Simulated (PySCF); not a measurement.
# TDDFT excited states: C6H7BrN2S

Species: C6H7BrN2S.
Z-matrix (Å and degrees, PBE0-D3(BJ)/def2-SVP geometry), rows numbered from 1:
```
C 
S   1  1.7999
C   2  1.7543  1  100.91
N   3  1.3243  2  118.38  1     0.01
N   4  1.3196  3  120.67  2   179.91
C   5  1.3115  4  119.26  3     0.03
Br  6  1.8862  5  116.81  4  -179.90
C   6  1.4038  5  123.91  4     0.07
C   8  1.3794  6  117.64  5    -0.06
C   9  1.4914  3  121.49  2     0.10
H   1  1.0972  2  110.64  3    59.71
H   1  1.0984  2  105.61  3   179.20
H   1  1.0973  2  110.70  3   -61.33
H   8  1.0916  6  120.84  5   179.89
H  10  1.1023  9  110.52  3    58.53
H  10  1.0980  9  111.49  3   179.62
H  10  1.1023  9  110.54  3   -59.28
```

Level of theory: TDDFT CAM-B3LYP/def2-SVPD, vertical, gas phase, core orbitals frozen in the response in PySCF 2.14.0, density-fitted response routines. The CAM-B3LYP/def2-SVPD calculation is non-relativistic and has no spin–orbit coupling, an omission that weighs most on bromine.

**Question.** Predict the UV-vis stick spectrum at this level.

**Answer.** 

```
state  E (eV)  E (hartree)       f  |μ| (D)  symmetry  main configurations (H = HOMO, L = LUMO)
   S1    4.01       0.1472  0.0036     0.48        A″                               H-1→L (98%)
   S2    4.55       0.1671   0.028     1.28        A′                                 H→L (95%)
   S3    4.63       0.1701  0.0000     0.03         –                             H-1→L+1 (98%)
   S4    5.21       0.1916   0.363     4.28        A′                               H→L+1 (95%)
   S5    5.80       0.2132  0.0021     0.31        A″     H→L+4 (41%), H→L+3 (18%), H→L+2 (12%)
   S6    5.96       0.2191  0.0002     0.09         –                H→L+2 (49%), H-2→L+2 (26%)
   S7    6.08       0.2234   0.092     2.00        A′                               H-2→L (86%)
   S8    6.13       0.2254  0.0001     0.06         –                  H-5→L (55%), H-3→L (33%)
   S9    6.36       0.2336   0.019     0.89        A″     H→L+3 (60%), H→L+4 (14%), H→L+6 (10%)
  S10    6.47       0.2379   0.027     1.05        A′              H-1→L+2 (70%), H-2→L+1 (10%)
```

Triplets, Tamm–Dancoff:

```
state  E (eV)  λ (nm)  main configurations (H = HOMO, L = LUMO)
   T1    3.24   383.2                               H-1→L (92%)
   T2    3.68   337.2                                 H→L (89%)
   T3    3.86   321.3                  H→L+1 (75%), H-4→L (11%)
   T4    4.24   292.5                             H-1→L+1 (92%)
```

The lowest singlet comes at 310 nm (386 kJ/mol) in the ultraviolet; it is very weak; its leading configuration is HOMO-1→LUMO (98%). The most intense listed level is S4 at 5.21 eV (238 nm, f = 0.363), 1.21 eV above S1. Löwdin shares by element: HOMO sulfur 44%, bromine 10%, carbon 9% or more, nitrogen 8% or more (atoms not listed hold the other 29%); LUMO carbon 39% or more, nitrogen 37% (atoms not listed hold the other 24%). The listed states span 2.47 eV. Orbital energies (eV): HOMO-3 -9.83, HOMO-2 -9.54, HOMO-1 -8.59, HOMO -7.96, LUMO -0.57, LUMO+1 -0.06, LUMO+2 0.81. The oscillator strengths of these states sum to 0.535; summed over the whole spectrum of an exact calculation they would give the number of electrons, 108 (Thomas–Reiche–Kuhn). All these states lie below the vertical ionisation energy of 8.57 eV (ΔSCF). Symmetry labels in Cs follow from the direction of the transition dipole and are given only for states with f of 0.002 or more. Singlets were solved by full linear response, triplets in the Tamm–Dancoff approximation.

Time: 9.2 min; peak memory 1.4 GiB. Hardware: one thread of an Arm Neoverse V1, no GPU, on a shared host.

One conformer stands for the species.
